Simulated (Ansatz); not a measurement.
**What each rung costs, and what it gives**

Saddle point of BNH$_{8}$O$_{2}$, singlet (BNH₄ ([BH2][NH2]) + H₂O + H₂O → BH₃O ([BH2][OH]) + H₂O + NH₃ (still joined by a long B–N bond); bonds formed: N2–H7, H5–O8; dative contacts that become bonds: B1–O6; bonds broken: H5–O6, H7–O8; bonds weakened to dative contacts: B1–N2), PBE0-D4/def2-TZVP structure:

B1  (-1.120, -0.200, -0.113)
N2  (0.148, -0.993, -0.556)
H3  (-1.624, 0.336, -1.071)
H4  (-1.884, -0.853, 0.564)
H5  (0.495, 1.063, 0.648)
O6  (-0.598, 0.967, 0.823)
H7  (1.178, -0.123, -0.265)
O8  (1.707, 0.755, 0.236)
H9  (0.115, -1.220, -1.541)
H10  (0.281, -1.863, -0.055)
H11  (-0.773, 0.773, 1.746)
H12  (2.074, 1.357, -0.415)
(Å)

Barriers are electronic and count from the start structure reached by relaxing down the imaginary mode.

Ansatz 0.2.0; basis: as named in each row; cores frozen in the correlated methods. B3LYP uses VWN-RPA correlation. Extrapolation: Hartree–Fock as exp(−7.88 √X), correlation as X^−2.97.

Times are rough, for one single point on 4 threads of a shared host (Intel Xeon).

The estimate by CCSD(T) at an estimated basis limit (MP2 extrapolated from triple and quadruple zeta, plus CCSD(T) − MP2 in triple zeta) is 3.76 kcal/mol.

```tsv
method	basis	time (s)	barrier (kcal/mol)	method less estimate
HF	STO-3G	under 1	-4.19	-7.95
PBE-D4	STO-3G	1	-19.76	-23.52
SPW92	def2-SVP	2	-4.64	-8.41
PBE-D4	def2-SVP	2	-1.03	-4.79
PBE0-D4	def2-SVP	2	0.50	-3.26
B3LYP-D4	6-31G	2	-1.59	-5.35
SPW92	def2-TZVPP	4	-3.22	-6.98
wB97M-V	def2-SVP	5	2.23	-1.53
PBE-D4	def2-TZVPP	5	0.32	-3.44
BLYP-D4	def2-TZVPP	5	1.90	-1.86
r2SCAN-D4	def2-TZVPP	8	0.81	-2.95
CCSD(T)	def2-SVP	8	3.20	-0.57
r2SCAN0-D4	def2-TZVPP	9	1.89	-1.87
BHLYP-D4	def2-TZVPP	9	4.54	0.78
B3LYP-D4	def2-TZVPP	10	2.74	-1.02
PBE0-D4	def2-TZVPP	10	1.60	-2.16
CAM-B3LYP-D4	def2-TZVPP	12	2.55	-1.21
B97M-V	def2-TZVPP	14	3.82	0.06
PBE-QIDH	def2-TZVPP	16	2.47	-1.29
wB97M-V	def2-TZVPP	17	3.56	-0.21
B2PLYP	def2-TZVPP	17	3.07	-0.70
RPA on PBE	def2-TZVPP	18	2.92	-0.84
wB97X-V	def2-TZVPP	20	2.93	-0.83
MP2	def2-QZVPP	55	2.64	-1.12
CCSD(T)	def2-TZVPP	170	3.43	-0.33
```

All methods are single points on the PBE0-D4 structures; a negative value means that the method puts the saddle structure below the start.

The T1 diagnostic stays at or below 0.011.

The step is the kind of ligand exchange by which a precursor binds to a hydroxyl group, or is hydrolysed, in atomic layer deposition of oxides.

Labels in which every atom is bracketed show which atoms are joined, not bond orders.
